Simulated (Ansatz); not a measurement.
A CCSD(T) single point on `[NH2][Ge]([Cl])([Cl])[Cl]`.

```yaml
crystal:
  periodic: [false, false, false]
  atoms:
    - {symbol: N, position_ang: [-0.477283, 0.545929, 0.985879]}
    - {symbol: Ge, position_ang: [0.188664, -0.396014, -0.399836]}
    - {symbol: Cl, position_ang: [1.682717, -1.703692, 0.350935]}
    - {symbol: Cl, position_ang: [-1.402428, -1.493517, -1.277146]}
    - {symbol: Cl, position_ang: [1.088227, 0.764184, -1.956950]}
    - {symbol: H, position_ang: [0.220958, 1.052564, 1.513571]}
    - {symbol: H, position_ang: [-1.239556, 1.162445, 0.737846]}
basis:
  gaussian: {orbitals: def2-SVP}
correlation: {method: ccsd_t}
```

```sh
$ ansatz run in.yaml --threads 4 --pin off --events-out ev --progress --plain
```

Output of Ansatz, abridged:

```
Functional definition: HF
1034 factors; integrals over basis functions are off by at most 1.1e-3 eV
mean field evaluation 1: about -95479.2456 eV, gradient 3.3e1 eV
mean field evaluation 2: about -95479.2860 eV, gradient 3.3e1 eV
mean field evaluation 4: about -95481.8980 eV, gradient 2.6e0 eV
mean field evaluation 8: about -95481.9205 eV, gradient 1.4e-4 eV
mean field -95481.92049656 eV, -3508.8958582782 hartree, gradient 5.9e-6 eV, S^2 0.000000; 0 other end points of the search recorded, 0 dependent functions left out
25 core orbitals not correlated: weight in the atoms' cores, before any rotation towards them, 1.000 or more for the frozen orbitals, at most 0.000 for the correlated occupied ones
reference -95481.92049656 eV, -3508.8958582782 hartree; 21, 21 occupied and 64, 64 virtual orbitals, 1034 factors
second order -21.42162880 eV of doubles, -0.00000000 eV of singles
cycle   1  -21.83853250 eV  change   -4.2e-1 eV  update   9.1e-2
cycle   2  -22.31172355 eV  change   -4.7e-1 eV  update   2.5e-2
cycle   3  -22.38240078 eV  change   -7.1e-2 eV  update   1.1e-2
cycle   4  -22.37763396 eV  change    4.8e-3 eV  update   2.2e-3
cycle   5  -22.37785569 eV  change   -2.2e-4 eV  update   8.7e-4
cycle   6  -22.37752393 eV  change    3.3e-4 eV  update   2.8e-4
cycle   7  -22.37747504 eV  change    4.9e-5 eV  update   1.1e-4
cycle   8  -22.37752296 eV  change   -4.8e-5 eV  update   3.4e-5
perturbative correction -0.56273150 eV, -0.0206800011 hartree
Total energy: -95504.86075101 eV, -3509.7388970800 hartree
```

Run time 5.5 s (4 threads of a server CPU on a shared host); peak host memory 0.45 GiB.

MP2 recovers 93.4 % of the CCSD(T) correlation energy and the triples give 2.5 %; T1 = 0.0090.
